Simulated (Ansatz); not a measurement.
One change: `CC1(I)CO1` becomes `CC1(C)CO1`.

Ansatz, PBE0-D4/def2-TZVP geometries, multiplicity 1. 

Elements past krypton have def2 core potentials.  Spin–orbit coupling is left out; it splits and shifts lone-pair levels of the heavy atoms by tenths of an eV.

```csv
property,`CC1(I)CO1`
LUMO energy (PBE0/def2-TZVPP) / eV,-0.91
HOMO energy (B3LYP/def2-TZVPP) / eV,-7.09
HOMO–LUMO gap (PBE/def2-TZVPP) / eV,4.34
HOMO–LUMO gap (ωB97M-V/def2-TZVPP) / eV,10.56
LUMO energy (B3LYP/def2-TZVPP) / eV,-1.16
HOMO–LUMO gap (B3LYP/def2-TZVPP) / eV,5.92
```

Problem. What does the change do to each property? (An estimate is asked.)

Solution. Computed: 
```tsv
property	`CC1(C)CO1`	shift
LUMO energy (PBE0/def2-TZVPP) / eV	1.30	2.21
HOMO energy (B3LYP/def2-TZVPP) / eV	-7.43	-0.34
HOMO–LUMO gap (PBE/def2-TZVPP) / eV	6.52	2.18
HOMO–LUMO gap (ωB97M-V/def2-TZVPP) / eV	12.83	2.27
LUMO energy (B3LYP/def2-TZVPP) / eV	0.94	2.10
HOMO–LUMO gap (B3LYP/def2-TZVPP) / eV	8.37	2.45
```

With PBE0 the HOMO falls by 0.37 eV and the LUMO rises by 2.21 eV, so the gap widens by about 2.58 eV. PBE moves the HOMO by 0.13 eV and ωB97M-V by -0.63 eV.

Positive LUMOs are unbound, so they and the gaps depend on the basis.

B3LYP here is the variant with VWN-RPA as its local correlation; programs differ in this.
